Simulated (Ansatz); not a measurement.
A nudged elastic band was laid between two geometries of CH₃FNSi (7 atoms, charge -1, multiplicity 1).

Theory: RKS revPBE-D4/6-31G* in Ansatz 0.2.0.

| Quantity | Value |
| --- | --- |
| movable images | 7 |
| climbing image | yes |
| spring | 5.0 eV/Å² |
| optimiser | quadratic models (default) |
| start path | IDPP |
| force threshold | 0.05 eV/Å |
| iteration limit | 60 |
| end points | relaxed |

Initial state:

```xyz
7
Properties=species:S:1:pos:R:3
N 0.819 0.749 -1.359
C -0.023 0.607 -0.367
Si 0.072 -0.523 1.216
F -1.539 -0.363 1.768
H 1.556 0.016 -1.241
H -0.851 1.362 -0.388
H -0.033 -1.849 0.372
```

Final state:

```xyz
7
Properties=species:S:1:pos:R:3
N 0.488 0.618 -1.396
C 0.085 0.790 -0.164
Si -0.868 -0.475 0.958
F -0.532 -1.853 -0.012
H 0.297 -0.387 -1.607
H 0.219 1.835 0.217
H 0.311 -0.528 2.004
```

What changes between the two ends?

No bond is made or broken. The dihedral N1–C2–Si3–F4 goes from -168 to 16°.

Give the energies along the band, and the barrier.

The run converged. The highest image is number 5 of 0 to 8, 5.5 kcal/mol above the first end and 8.4 kcal/mol above the last; the last end lies 2.9 kcal/mol below the first. A vibrational analysis at the climbing image gives one clearly imaginary mode, 168i cm⁻¹: a first-order saddle point. Limits of this set-up: an anion without diffuse functions, the dipole of an ion depends on the origin.

```
image  path coordinate (Å)  energy (kcal/mol)  dihedral N1–C2–Si3–F4 (°)
    0                 0.00                0.0                       -168
    1                 0.53                0.2                       -151
    2                 1.05                0.8                       -132
    3                 1.58                2.4                       -110
    4                 2.10                4.5                        -85
    5                 2.63                5.5                        -60
    6                 3.29                3.5                        -33
    7                 3.96               -0.8                         -9
    8                 4.62               -2.9                         16
```

What is the geometry of the highest image?


```xyz
7
Properties=species:S:1:pos:R:3
N 0.098 0.585 -1.426
C 0.213 0.832 -0.154
Si 0.070 -0.431 1.400
F -1.545 -0.924 1.093
H -0.030 -0.448 -1.509
H 0.366 1.923 0.055
H 0.828 -1.537 0.542
```

What are the harmonic wavenumbers there?

168i, 173, 346, 528, 563, 683, 753, 804, 1148, 1212, 1417, 1567, 1715, 2813, 3177 cm⁻¹.

Time of the run: 110 s on 1 CPU thread of a shared host.
